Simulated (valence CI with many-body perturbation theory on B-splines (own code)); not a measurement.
E1 line list for Nb II

Level of theory: valence CI with perturbative core correlation (CI+MBPT): four valence electrons over a frozen Dirac-Fock core [Kr], radial functions for each j: 7 s, 7 p, 8 d, 6 f, 4 g, 1 h, with the one-electron correlation potential Σ1 (screened to all orders), the two-electron term Σ2, the three-electron term Σ3, Breit, model QED; selected single and double excitations, second order for the rest, scaled by the run's own slope (own B-spline code, finite nucleus).

Against 31 measured levels this calculation errs by 479 cm⁻¹ on average and by 826 at most. These come from a selection out of the NIST Handbook of Basic Atomic Spectroscopic Data. Levels without a partner in it may be off by more, other configurations by 1,000 to 4,000 cm⁻¹. Among the levels kept, up to 550 cm⁻¹ of a level comes from second order outside the variational space, and about a tenth of that is noise between levels of different J, which matters for small intervals. 2 measured levels below the end of the list, from 14626 cm⁻¹ on, found no clear computed partner, and computed levels of the same name lie up to 394 cm⁻¹ from them.

Lines 201 to 250 of 591 in falling wavelength, among levels below 57236 cm⁻¹, chosen from the strongest by gf and those to the six lowest levels. Wavelengths and rates use the calculated energies, so an error of 500 cm⁻¹ moves a line at 3045 Å by 1.5 % and its rate by three times that or more. Electric multipoles are in the length gauge, E1 and E2 with the static RPA response of the core. Weak lines are less certain than strong ones. Lines between different terms over intervals too small for the method are left out, as are lines whose strength nearly cancels. Where a level lies close to another of its J and parity, the split of strength between their lines is uncertain. The highest levels of a list are the least certain.

Names give the largest LS component (configuration and term), which can be under half, so a name can repeat, a term be missing and a line seem to break the LS rules; names also repeat where a configuration has a term twice. Letters in brackets count levels of one name in rising energy.

```tsv
λ vac (Å)	λ from measured levels	Upper	Lower	A (s⁻¹)	S (a.u.) with core polarisation	S without
3145		4d³5p ³F°_4 [b]	4d⁴ ³D_3	2.65e+07	3.66e+00	4.00e+00
3144		4d³5p ¹D°_2 [a]	4d³5s ⁵P_2	3.71e+07	2.84e+00	3.15e+00
3141		4d³5p ³H°_6 [b]	4d³5s ³G_5	6.05e+07	1.20e+01	1.32e+01
3139		4d³5p ⁵S°_2	4d³5s ³P_2 [a]	1.46e+07	1.11e+00	1.23e+00
3138		4d³5p ³H°_4 [b]	4d⁴ ¹G_4 [a]	6.81e+07	9.35e+00	1.03e+01
3133		4d³5p ⁵D°_3 [b]	4d³5s ⁵P_3	3.25e+07	3.45e+00	3.83e+00
3130		4d³5p ³D°_2 [a]	4d³5s ⁵F_3	3.50e+07	2.65e+00	2.93e+00
3129		4d³5p ⁵P°_1	4d³5s ⁵P_2	1.11e+08	5.04e+00	5.59e+00
3129		4d³5p ³D°_3 [e]	4d²5s² ³F_4 [a]	1.34e+07	1.42e+00	1.58e+00
3127		4d³5p ³F°_4 [b]	4d³5s ³F_4 [a]	6.01e+07	8.16e+00	8.97e+00
3127		4d³5p ³D°_1 [a]	4d³5s ⁵F_1	1.19e+07	5.40e-01	5.98e-01
3126		4d³5p ³F°_3 [b]	4d⁴ ³D_3	1.94e+07	2.05e+00	2.25e+00
3121		4d³5p ³H°_4 [a]	4d⁴ ³G_3	1.05e+08	1.41e+01	1.57e+01
3116		4d³5p ³G°_5 [b]	4d³5s ³F_4 [a]	3.90e+07	6.40e+00	6.95e+00
3114		4d³5p ³F°_3 [b]	4d⁴ ³D_2	2.07e+07	2.16e+00	2.39e+00
3114		4d³5p ¹G°_4 [c]	4d⁴ ¹G_4 [b]	4.57e+07	6.13e+00	6.79e+00
3111		4d³5p ⁵P°_1	4d³5s ⁵P_1	3.82e+07	1.70e+00	1.89e+00
3106		4d³5p ³F°_2 [b]	4d³5s ³F_2 [a]	1.60e+07	1.18e+00	1.28e+00
3105		4d³5p ⁵P°_2	4d³5s ⁵P_3	8.59e+07	6.35e+00	7.06e+00
3098		4d³5p ³G°_3 [b]	4d³5s ³F_2 [a]	1.05e+07	1.08e+00	1.16e+00
3093		4d³5p ³P°_2 [c]	4d⁴ ³D_3	2.25e+07	1.64e+00	1.82e+00
3090		4d³5p ³G°_5 [c]	4d³5s ³H_6	6.90e+07	1.11e+01	1.21e+01
3090		4d³5p ³H°_5 [a]	4d⁴ ³G_4	9.84e+07	1.58e+01	1.75e+01
3089		4d²5s5p ⁵F°_4	4d³5s ³H_5	1.17e+07	1.53e+00	1.68e+00
3087		4d³5p ³G°_3 [c]	4d³5s ³H_4	4.43e+07	4.50e+00	4.95e+00
3085		4d³5p ⁵D°_3 [b]	4d³5s ⁵P_2	7.39e+07	7.50e+00	8.29e+00
3081		4d³5p ³D°_3 [a]	4d³5s ⁵F_4	5.76e+07	5.82e+00	6.44e+00
3081		4d³5p ³G°_5 [c]	4d³5s ³H_5	1.28e+07	2.02e+00	2.23e+00
3076		4d³5p ¹F°_3 [a]	4d³5s ⁵P_3	1.04e+07	1.05e+00	1.16e+00
3072		4d³5p ³G°_3 [d]	4d²5s² ³F_2	2.98e+07	2.98e+00	3.35e+00
3071		4d³5p ³G°_4 [c]	4d³5s ³H_4	8.23e+06	1.06e+00	1.16e+00
3066		4d³5p ³D°_2 [a]	4d³5s ⁵F_1	2.89e+06	2.06e-01	2.27e-01
3058		4d³5p ⁵P°_2	4d³5s ⁵P_2	1.51e+07	1.06e+00	1.18e+00
3056		4d³5p ³G°_3 [b]	4d⁴ ¹D_2 [a]	5.64e+07	5.56e+00	6.17e+00
3054		4d³5p ⁵P°_3	4d³5s ⁵P_3	1.38e+08	1.36e+01	1.51e+01
3052		4d³5p ³G°_4 [c]	4d³5s ³H_5	5.58e+07	7.05e+00	7.74e+00
3051		4d³5p ³G°_4 [d]	4d²5s² ³F_3	4.68e+07	5.91e+00	6.61e+00
3049		4d³5p ⁵D°_1 [b]	4d³5s ⁵P_1	6.72e+07	2.82e+00	3.13e+00
3045	2996	4d³5p ⁵F°_4	4d³5s ⁵F_5	3.95e+07	4.95e+00	5.49e+00
3040		4d³5p ⁵P°_2	4d³5s ⁵P_1	7.87e+07	5.46e+00	6.05e+00
3036		4d³5p ³H°_5 [a]	4d⁴ ³H_6	9.15e+06	1.39e+00	1.53e+00
3034		4d³5p ³D°_3 [a]	4d³5s ⁵F_3	1.13e+07	1.09e+00	1.21e+00
3031		4d³5p ³G°_5 [d]	4d²5s² ³F_4 [a]	6.03e+07	9.11e+00	1.02e+01
3030		4d³5p ³H°_6 [a]	4d⁴ ³G_5	1.05e+08	1.88e+01	2.08e+01
3028		4d³5p ⁵D°_4 [b]	4d³5s ⁵P_3	1.51e+08	1.86e+01	2.06e+01
3014		4d³5p ¹G°_4 [b]	4d⁴ ¹G_4 [a]	2.39e+07	2.90e+00	3.15e+00
3011		4d²5s5p ⁵F°_5	4d³5s ³H_6	1.33e+07	1.96e+00	2.16e+00
3008		4d³5p ⁵P°_3	4d³5s ⁵P_2	5.31e+07	4.99e+00	5.53e+00
3000	2952	4d³5p ⁵F°_5	4d³5s ⁵F_5	1.20e+08	1.76e+01	1.95e+01
2997	2947	4d³5p ⁵F°_2	4d³5s ⁵F_3	1.76e+07	1.17e+00	1.29e+00
```
